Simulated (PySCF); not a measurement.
Pb(F)(NH2) (FH2NPb), SMILES [NH2][Pb][F] (connectivity only; charge and spin as stated), neutral, multiplicity 1.

The structure is a stationary point at B3LYP-D3(BJ)/def2-TZVP. The def2 effective core potentials stand for the cores of Pb; spin–orbit coupling is left out. One conformer was computed; it need not be the lowest.

Computed with PySCF with B3LYP-D3(BJ)/def2-TZVP.

Frequencies are harmonic and unscaled.

Computed harmonic wavenumbers and intensities:
```json
[
 {"mode": "1", "ν (cm⁻¹)": "152", "IR (km/mol)": "4.4", "Raman (Å⁴/amu)": "3.6", "depolarisation": "0.74", "moving atoms (share of kinetic energy)": "F 45 %, N 32 %, H 17 %"},
 {"mode": "2", "ν (cm⁻¹)": "284", "IR (km/mol)": "202.4", "Raman (Å⁴/amu)": "0.6", "depolarisation": "0.75", "moving atoms (share of kinetic energy)": "H 83 %, N 17 %"},
 {"mode": "3", "ν (cm⁻¹)": "428", "IR (km/mol)": "23.1", "Raman (Å⁴/amu)": "0.6", "depolarisation": "0.75", "moving atoms (share of kinetic energy)": "H 97 %"},
 {"mode": "4", "ν (cm⁻¹)": "496", "IR (km/mol)": "97.9", "Raman (Å⁴/amu)": "5.4", "depolarisation": "0.70", "moving atoms (share of kinetic energy)": "F 86 %"},
 {"mode": "5", "ν (cm⁻¹)": "542", "IR (km/mol)": "73.6", "Raman (Å⁴/amu)": "26.0", "depolarisation": "0.26", "moving atoms (share of kinetic energy)": "N 74 %, H 15 %"},
 {"mode": "6", "ν (cm⁻¹)": "590", "IR (km/mol)": "29.4", "Raman (Å⁴/amu)": "1.0", "depolarisation": "0.23", "moving atoms (share of kinetic energy)": "H 78 %, N 18 %"},
 {"mode": "7", "ν (cm⁻¹)": "1520", "IR (km/mol)": "9.1", "Raman (Å⁴/amu)": "1.1", "depolarisation": "0.25", "moving atoms (share of kinetic energy)": "H 90 %, N 10 %"},
 {"mode": "8", "ν (cm⁻¹)": "3522", "IR (km/mol)": "10.8", "Raman (Å⁴/amu)": "237.8", "depolarisation": "0.15", "moving atoms (share of kinetic energy)": "H 96 %"},
 {"mode": "9", "ν (cm⁻¹)": "3640", "IR (km/mol)": "15.2", "Raman (Å⁴/amu)": "90.6", "depolarisation": "0.73", "moving atoms (share of kinetic energy)": "H 91 %, N 9 %"}
]
```
